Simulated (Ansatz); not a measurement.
`C1[SiH2][GeH2][S]1`, relaxed with RKS PBE-D4/def2-SVP in Ansatz from a rough embedded geometry. The force threshold is 0.03 eV/Å; the program also tests the step.

The species carries charge 0 and has multiplicity 1.

Start:

```xyz
10

C    -0.201   -1.144    0.676
Si    0.300    0.592    0.842
Ge   -0.039    0.674   -1.364
S    -0.560   -1.426   -1.165
H     0.603   -1.878    1.023
H    -1.155   -1.391    1.290
H     1.728    0.733    1.172
H    -0.653    1.401    1.545
H    -1.288    1.581   -1.811
H     1.265    0.858   -2.208
```

(1) How much energy does the relaxation release, and in how many steps? (An estimate is asked.)

(2) Which bonds change most? (An estimate is asked.)

(3) Give the relaxed structure. (Estimate.)

## Answers

(1) Computed: 0.65 eV, in 6 steps, 1 of them rejected.

(2) Ansatz gave: Si2–Ge3 from 2.234 to 2.388 Å; Ge3–S4 from 2.174 to 2.284 Å; C1–Si2 from 1.815 to 1.922 Å; Si2–H8 from 1.434 to 1.507 Å.

(3) Ansatz gave: 
```xyz
10

C    -0.228   -1.230    0.720
Si    0.316    0.606    0.882
Ge   -0.035    0.755   -1.476
S    -0.553   -1.439   -1.105
H     0.559   -1.943    1.041
H    -1.151   -1.457    1.292
H     1.735    0.773    1.361
H    -0.584    1.430    1.765
H    -1.233    1.571   -2.040
H     1.172    0.934   -2.440
```
